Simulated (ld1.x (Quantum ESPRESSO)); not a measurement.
PBEsol TM dataset for nickel, fully relativistic all-electron reference.

ld1.x (Quantum ESPRESSO) 7.5 input, shortened:

```
&input
   title='Ni', zed=28., rel=2, dft='PBESOL', iswitch=3,
   config='[Ar] 3d8 4s2 4p0', rel_dist='average'
 /
 &inputp
   pseudotype=2, tm=.true., lloc=2,
   nlcc=.false.
 /
3
3S  1  0   2.00   0.00  1.00  1.00  0.0
3P  2  1   6.00   0.00  1.30  1.30  0.0
3D  3  2   8.00   0.00  1.20  1.20  0.0
 &test
   configts(1)='3s2 3p6 3d8 4s2 4p0'
 /
```

Open shells are filled in proportion to 2j + 1 (rel_dist='average').

Occupied shells without a wave of their own: 4s. They enter only through the test configuration that unscreens the potential.

- Cutoffs needed: 180 Ry and 300 Ry (the cutoffs (Ry, on a coarse ladder) from which the occupation-weighted sum of valence levels, in a spherical-Bessel basis at the reference potential, stays within 10 and 1 mRy of its value at 400 Ry)
- Ghost test: no extra level below or beside the all-electron valence levels (s, p1/2, p3/2, d3/2, d5/2, f tested) (spherical-Bessel basis up to 400 Ry, 20 bohr box)
- Largest excitation error: -1193 meV (all-electron minus pseudo) for 3s2 3p6 3d7 4s0 4p0, out of 7 test configurations
